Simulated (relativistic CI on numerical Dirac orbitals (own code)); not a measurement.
Rh⁵⁺: L2,3 absorption edge

Computed with this model: Dirac-Coulomb-Breit CI, orbitals from a KLI potential per configuration, model QED (radiative potential, 1s self-energy scaled to tabulated hydrogen-like ionisation energies), valence Slater integrals scaled by 0.9, multiplet model of core-to-valence dipole absorption; configurations [Kr] 4d4 → [He] 2s2 2p5 3s2 3p6 3d10 4s2 4p6 4d5; 300 K; Lorentzian 2.4 eV and Gaussian 0.5 eV FWHM. Energies are those of the free ion, without screening or charge transfer. The branching ratio is the share of the lower-energy edge in the whole absorption, uncertain by about 0.02 where the edges overlap. S is read from ⟨S²⟩ = S(S + 1).

Field parameters in Wybourne normalisation: Oh B⁴₀ = 21Dq, B⁴₄ = √(5/14) B⁴₀. The field is a parameter set, without covalency.

Peaks in eV (height, largest 100): 3011.2 (55), 3015.0 (100), 3157.2 (29).

(1) Which surroundings give this spectrum?
A. Oh, 10Dq = 38250 cm⁻¹
B. Oh, 10Dq = 23600 cm⁻¹
C. free ion

## Answers

(1) A. Oh, 10Dq = 38250 cm⁻¹, where the ground state has S = 1.02.
